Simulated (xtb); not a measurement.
xtb input (GFN2-xTB):

```bash
xtb mol.xyz --gfn 2 --ohess tight --chrg 1 --uhf 0
```
mol.xyz:
```
17

C      1.47260673    -0.27171410     1.30992959
Ge    -0.05433385    -0.11304183     0.05497716
C     -1.68565562     0.43518380     0.82380208
C     -0.16608524    -1.52753577    -1.30277182
N      0.45353579     1.55734151    -1.03692624
H      1.55022368     0.65661249     1.88230495
H      2.38095760    -0.37289151     0.77584806
H      1.33341714    -1.07115270     2.00629905
H     -2.46343622     0.71926884     0.07898655
H     -1.54499129     1.40031357     1.50332254
H     -2.10467272    -0.29918449     1.51221089
H     -0.88255300    -1.22373494    -1.99257392
H     -0.44228748    -2.46622703    -0.78810138
H      0.81741306    -1.66217606    -1.75579281
H     -0.25160332     1.69524573    -1.72307857
H      1.38070893     1.40912031    -1.50623692
H      0.54299974     2.37003610    -0.44637097
```

Output:

```
           -------------------------------------------------
          |                Calculation Setup                |
           -------------------------------------------------

           -------------------------------------------------
          |                 G F N 2 - x T B                 |
           -------------------------------------------------

        Reference                      10.1021/acs.jctc.8b01176
      * Hamiltonian:
        H0-scaling (s, p, d)           1.850000    2.230000    2.230000
        zeta-weighting                 0.500000
      * Dispersion:
        s8                             2.700000
        a1                             0.520000
        a2                             5.000000
        s9                             5.000000
      * Repulsion:
        kExp                           1.500000    1.000000
        rExp                           1.000000
      * Coulomb:
        alpha                          2.000000
        third order                    shell-resolved
        anisotropic                    true
        a3                             3.000000
        a5                             4.000000
        cn-shift                       1.200000
        cn-exp                         4.000000
        max-rad                        5.000000

          ...................................................
          :                      SETUP                      :
          :.................................................:
          :  # basis functions                  38          :
          :  # atomic orbitals                  37          :
          :  # shells                           23          :
          :  # electrons                        32          :
          :  max. iterations                   250          :
          :  Hamiltonian                  GFN2-xTB          :
          :  restarted?                      false          :
          :  GBSA solvation                  false          :
          :  PC potential                    false          :
          :  electronic temp.          300.0000000     K    :
          :  accuracy                    1.0000000          :
          :  -> integral cutoff          0.2500000E+02      :
          :  -> integral neglect         0.1000000E-07      :
          :  -> SCF convergence          0.1000000E-05 Eh   :
          :  -> wf. convergence          0.1000000E-03 e    :
          :  Broyden damping             0.4000000          :
          :  net charge                          1          :
          :  unpaired electrons                  0          :
          ...................................................

 iter      E             dE          RMSdq      gap      omega  full diag
   1    -16.5964435 -0.165964E+02  0.472E+00    6.98       0.0  T
   2    -16.2437012  0.352742E+00  0.499E+00    8.17       1.0  T
   3    -17.1707012 -0.927000E+00  0.482E+00    6.69       1.0  T
   4    -17.1701065  0.594755E-03  0.484E+00    6.69       1.0  T
   5    -17.1892079 -0.191014E-01  0.466E-01    6.94       1.0  T
   6    -17.1899943 -0.786440E-03  0.286E-01    6.93       1.0  T
[...]
           -------------------------------------------------
 projected vibrational frequencies (cm⁻¹)
eigval :       -0.00    -0.00    -0.00    -0.00     0.00     0.00
eigval :       56.98   107.68   111.03   111.30   135.53   135.72
eigval :      150.13   154.81   154.96   309.29   514.51   549.76
eigval :      550.11   592.71   593.06   715.98   744.17   744.34
eigval :      794.02   810.06   810.19  1262.32  1303.67  1303.74
eigval :     1312.29  1407.02  1407.21  1417.85  1420.37  1427.78
eigval :     1427.95  1461.88  1461.90  3011.39  3011.50  3011.92
eigval :     3017.15  3017.41  3017.70  3020.87  3022.42  3022.62
eigval :     3361.32  3365.14  3365.81
 reduced masses (amu)
   1: 13.88   2: 33.10   3: 16.39   4: 30.03   5: 30.38   6: 37.13   7:  1.07   8:  1.08
   9:  1.57  10:  1.58  11:  8.64  12:  8.69  13: 24.15  14: 20.97  15: 20.92  16: 21.53
  17: 11.56  18:  3.39  19:  3.43  20: 23.12  21: 23.17  22:  2.51  23:  3.48  24:  3.48
  25:  4.99  26:  4.44  27:  4.44  28:  3.05  29:  2.76  30:  2.76  31:  2.48  32:  1.61
  33:  1.61  34:  1.57  35:  1.61  36:  1.57  37:  1.57  38:  1.75  39:  1.75  40:  1.55
  41:  1.55  42:  1.51  43:  1.76  44:  1.78  45:  1.99  46:  1.73  47:  1.91  48:  1.90
  49:  1.27  50:  2.05  51:  2.05
 IR intensities (km·mol⁻¹)
   1:  8.61   2:  3.75   3:  0.18   4: 10.74   5:  3.28   6:  3.80   7:  0.00   8:  0.00
   9:  0.00  10:  0.01  11:  3.32  12:  3.37  13:  1.67  14:  0.03  15:  0.04  16: 52.31
  17:  4.61  18: 33.27  19: 32.50  20: 59.79  21: 59.42  22:  0.00  23: 40.41  24: 40.24
  25:150.00  26:116.75  27:116.75  28:236.97  29: 17.75  30: 17.68  31:  0.40  32:  4.30
  33:  4.51  34: 13.57  35:  0.01  36:  6.63  37:  6.70  38: 57.31  39: 57.39  40:  0.10
  41:  0.28  42:  5.09  43:  3.69  44:  3.73  45:  0.09  46:  1.45  47:  5.69  48:  5.64
  49: 52.61  50: 35.79  51: 35.63
 Raman intensities (Ä⁴*amu⁻¹)
   1:  0.00   2:  0.00   3:  0.00   4:  0.00   5:  0.00   6:  0.00   7:  0.00   8:  0.00
   9:  0.00  10:  0.00  11:  0.00  12:  0.00  13:  0.00  14:  0.00  15:  0.00  16:  0.00
  17:  0.00  18:  0.00  19:  0.00  20:  0.00  21:  0.00  22:  0.00  23:  0.00  24:  0.00
  25:  0.00  26:  0.00  27:  0.00  28:  0.00  29:  0.00  30:  0.00  31:  0.00  32:  0.00
  33:  0.00  34:  0.00  35:  0.00  36:  0.00  37:  0.00  38:  0.00  39:  0.00  40:  0.00
  41:  0.00  42:  0.00  43:  0.00  44:  0.00  45:  0.00  46:  0.00  47:  0.00  48:  0.00
  49:  0.00  50:  0.00  51:  0.00
 output can be read by thermo (or use thermo option).
 writing <g98.out> molden fake output.
 recommended (thermochemical) frequency scaling factor: 1.0
           -------------------------------------------------
          |             Thermodynamic Functions             |
           -------------------------------------------------

c3v symmetry found (for desy threshold:  0.10E+00) used in thermo

          ...................................................
          :                      SETUP                      :
          :.................................................:
          :  # frequencies                          45      :
          :  # imaginary freq.                       0      :
          :  linear?                             false      :
          :  only rotor calc.                    false      :
          :  symmetry                              c3v      :
          :  rotational number                       3      :
          :  scaling factor                  1.0000000      :
          :  rotor cutoff                   50.0000000 cm⁻¹ :
          :  imag. cutoff                  -20.0000000 cm⁻¹ :
          :.................................................:
Note: The following floating-point exceptions are signalling: IEEE_UNDERFLOW_FLAG IEEE_DENORMAL
normal termination of xtb

    mode    ω/cm⁻¹     T·S(HO)/kcal·mol⁻¹    T·S(FR)/kcal·mol⁻¹   T·S(vib)
   ------------------------------------------------------------------------
       1     56.98    -1.35932 ( 62.78%)    -1.01738 ( 37.22%)    -1.23203
       2    107.68    -0.98694 ( 95.56%)    -0.82903 (  4.44%)    -0.97993
       3    111.03    -0.96924 ( 96.05%)    -0.81998 (  3.95%)    -0.96334
       4    111.30    -0.96783 ( 96.09%)    -0.81926 (  3.91%)    -0.96202
       5    135.53    -0.85449 ( 98.18%)    -0.76094 (  1.82%)    -0.85279
       6    135.72    -0.85371 ( 98.19%)    -0.76054 (  1.81%)    -0.85203
       7    150.13    -0.79624 ( 98.78%)    -0.73067 (  1.22%)    -0.79545
       8    154.81    -0.77883 ( 98.92%)    -0.72157 (  1.08%)    -0.77822
       9    154.96    -0.77830 ( 98.93%)    -0.72129 (  1.07%)    -0.77768
   ------------------------------------------------------------------------

   temp. (K)  partition function   enthalpy   heat capacity  entropy
                                   cal/mol     cal/K/mol   cal/K/mol   J/K/mol
 298.15  VIB  0.391E+04             5130.353     29.627     33.138
         ROT  0.659E+05              888.752      2.981     25.032
         INT  0.258E+09             6019.105     32.608     58.169
         TR   0.151E+28             1481.254      4.968     40.589
         TOT                        7500.3590    37.5760    98.7580   413.2033

       T/K    H(0)-H(T)+PV         H(T)/Eh          T*S/Eh         G(T)/Eh
   ------------------------------------------------------------------------
    298.15    0.119526E-01    0.154806E+00    0.469231E-01    0.107883E+00
   ------------------------------------------------------------------------

         :::::::::::::::::::::::::::::::::::::::::::::::::::::
         ::                  THERMODYNAMIC                  ::
         :::::::::::::::::::::::::::::::::::::::::::::::::::::
         :: total free energy         -16.862507799479 Eh   ::
         ::.................................................::
         :: total energy              -16.970391097702 Eh   ::
         :: zero point energy           0.142853806330 Eh   ::
         :: G(RRHO) w/o ZPVE           -0.034970508107 Eh   ::
         :: G(RRHO) contrib.            0.107883298223 Eh   ::
         :::::::::::::::::::::::::::::::::::::::::::::::::::::

optimized geometry written to: xtbopt.xyz

           -------------------------------------------------
          | TOTAL ENERGY              -16.970391097702 Eh   |
          | TOTAL ENTHALPY            -16.815584708417 Eh   |
          | TOTAL FREE ENERGY         -16.862507799479 Eh   |
          | GRADIENT NORM               0.000262277824 Eh/α |
          | HOMO-LUMO GAP               6.830079617274 eV   |
           -------------------------------------------------

------------------------------------------------------------------------
------------------------------------------------------------------------
 total:
 SCF:
 ANC optimizer:
 analytical hessian:
```

It need not be the lowest isomer of its formula.
